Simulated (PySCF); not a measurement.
B3LYP on Cu (copper, neutral)

Configuration: [Ar] 3d10 4s1, 2S determinant. Computed with PySCF 2.14 in x2c-SVPall, with the spin-free X2C one-electron Hamiltonian (Gaussian nucleus).

```
Total energy                        : -1654.506 hartree
One-electron energy                 : -2304.449 hartree
Hartree (Coulomb) energy            : 717.983 hartree
Exchange-correlation energy         : -68.040 hartree
⟨S²⟩                                : 0.7510
⟨L²⟩                                : 0.000
Sum of ⟨r⟩                          : 21.03 bohr
Sum of ⟨r²⟩                         : 30.74 bohr²
Langevin diamagnetic susceptibility : -24.3 ×10⁻⁶ cm³/mol
Time after the integrals            : 0.43 s of wall time on 1 thread of Neoverse-V1 (shared host)
```

```json
{"shell": "1s α", "electrons": "1", "mean orbital energy (hartree)": "-326.55619", "rms radius, mean of both spins (bohr)": "0.0602"}
{"shell": "1s β", "electrons": "1", "mean orbital energy (hartree)": "-326.55470", "rms radius, mean of both spins (bohr)": "0.0602"}
{"shell": "2s β", "electrons": "1", "mean orbital energy (hartree)": "-39.62108", "rms radius, mean of both spins (bohr)": "0.255"}
{"shell": "2s α", "electrons": "1", "mean orbital energy (hartree)": "-39.62106", "rms radius, mean of both spins (bohr)": "0.255"}
{"shell": "2p β", "electrons": "3", "mean orbital energy (hartree)": "-34.20293", "rms radius, mean of both spins (bohr)": "0.228"}
{"shell": "2p α", "electrons": "3", "mean orbital energy (hartree)": "-34.20263", "rms radius, mean of both spins (bohr)": "0.228"}
{"shell": "3s α", "electrons": "1", "mean orbital energy (hartree)": "-4.41409", "rms radius, mean of both spins (bohr)": "0.766"}
{"shell": "3s β", "electrons": "1", "mean orbital energy (hartree)": "-4.41336", "rms radius, mean of both spins (bohr)": "0.766"}
{"shell": "3p β", "electrons": "3", "mean orbital energy (hartree)": "-2.80811", "rms radius, mean of both spins (bohr)": "0.819"}
{"shell": "3p α", "electrons": "3", "mean orbital energy (hartree)": "-2.80778", "rms radius, mean of both spins (bohr)": "0.819"}
{"shell": "3d α", "electrons": "5", "mean orbital energy (hartree)": "-0.25620", "rms radius, mean of both spins (bohr)": "1.22"}
{"shell": "3d β", "electrons": "5", "mean orbital energy (hartree)": "-0.25305", "rms radius, mean of both spins (bohr)": "1.22"}
{"shell": "4s α", "electrons": "1", "mean orbital energy (hartree)": "-0.19931", "rms radius, mean of both spins (bohr)": "3.20"}
```

Densities and radii are taken from the X2C orbitals without a picture-change correction, which distorts them close to the nucleus.
